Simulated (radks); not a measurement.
The nuclear charge of neutral tin is varied continuously with 50 electrons held in [Kr] 4d10 5s2 5p2. Calculated with a radial shooting solver on a logarithmic mesh with Libxc functionals: Dirac Kohn-Sham, LDA (Slater exchange, Perdew-Wang correlation), spin-unpolarised, spherical densities, finite nucleus; open shells are shared between the two j in proportion to 2j + 1; Fermi nuclear charge, rms radius 4.6519 fm. By the Hellmann-Feynman theorem dE/dZ = E(electron-nucleus)/Z, the electronic potential at the nucleus (averaged over a nucleus of fixed radius).

| Z | E (hartree) | E(electron-nucleus)/Z (hartree) | HOMO | e(HOMO) (eV) | <r> HOMO (bohr) |
|---|---|---|---|---|---|
| 49.8 | -6113.70694 | -298.136 | 5p3/2 | -2.375 | 3.466 |
| 49.9 | -6143.56252 | -298.976 | 5p3/2 | -3.034 | 3.364 |
| 50 | -6173.50214 | -299.816 | 5p3/2 | -3.724 | 3.273 |
| 50.1 | -6203.52577 | -300.656 | 5p3/2 | -4.443 | 3.191 |
| 50.2 | -6233.63338 | -301.496 | 5p3/2 | -5.188 | 3.117 |
| 50.3 | -6263.82495 | -302.335 | 5p3/2 | -5.959 | 3.049 |
| 50.4 | -6294.10047 | -303.175 | 5p3/2 | -6.755 | 2.987 |
| 50.5 | -6324.45995 | -304.014 | 5p3/2 | -7.573 | 2.929 |
| 50.6 | -6354.90337 | -304.854 | 5p3/2 | -8.414 | 2.875 |
| 50.7 | -6385.43074 | -305.693 | 5p3/2 | -9.277 | 2.824 |
| 50.8 | -6416.04206 | -306.533 | 5p3/2 | -10.161 | 2.776 |
| 50.9 | -6446.73735 | -307.373 | 5p3/2 | -11.065 | 2.732 |
| 51 | -6477.51661 | -308.213 | 5p3/2 | -11.989 | 2.689 |

The central difference of E at Z = 50 is -299.816 hartree, to compare with the third column; the second derivative is -8.4 hartree.
